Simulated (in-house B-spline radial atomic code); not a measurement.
Configurations of the potassium ion K⁴⁺, with energies counted from [Ne] 3s2 3p3. Level of theory: scalar-relativistic (X2C) revTPSS, spin-polarised, spherical fractional occupations, Fermi nucleus of rms radius 3.4349 fm; calculated with a radial B-spline atomic code at the basis-set limit. Shells without spins written out take the highest spin.

Occupations are held fixed; configurations that lie above the ionisation limit could autoionise.

```json
{"configuration": "[Ne] 3s1 3p3 3d1", "E - E(ref) (eV)": "37.791", "highest orbital": "3d up", "its <r> (bohr)": "1.348"}
{"configuration": "[Ne] 3s2 3p2 4s1", "E - E(ref) (eV)": "42.184", "highest orbital": "4s up", "its <r> (bohr)": "2.615"}
{"configuration": "[Ne] 3s1 3p3 4s1", "E - E(ref) (eV)": "53.693", "highest orbital": "4s up", "its <r> (bohr)": "2.598"}
{"configuration": "[Ne] 3s2 3p2 4d1", "E - E(ref) (eV)": "55.275", "highest orbital": "4d up", "its <r> (bohr)": "3.294"}
{"configuration": "[Ne] 3s2 3p2 4f1", "E - E(ref) (eV)": "59.976", "highest orbital": "4f up", "its <r> (bohr)": "3.342"}
{"configuration": "[He] 2s2 2p5 3s2 3p3 4d1", "E - E(ref) (eV)": "340.56", "highest orbital": "4d up", "its <r> (bohr)": "3.165"}
```

Question: Order these further configurations by energy, lowest first.
A. [Ne] 3s2 3p(2 up, 0 down) 4d(0 up, 1 down)
B. [He] 2s2 2p(3 up, 2 down) 3s2 3p(2 up, 1 down) 3d(1 up, 0 down)
C. [He] 2s2 2p5 3s2 3p3 4f1
D. [He] 2s2 2p5 3s2 3p3 3d1
E. [Ne] 3s2 3p(2 up, 0 down) 4p(0 up, 1 down)

Answer: E (48.097 eV), A (55.641 eV), D (308.8 eV), B (314.36 eV), C (346.11 eV).

Question: How far above the reference does [He] 2s2 2p5 3s2 3p3 4s1 lie?

Answer: 327.24 eV; its least bound orbital is 4s up with <r> = 2.545 bohr.

Question: How far above the reference does [Ne] 3s2 3p(1 up, 2 down) lie?

Answer: 3.7119 eV; its least bound orbital is 3p up with <r> = 1.247 bohr.
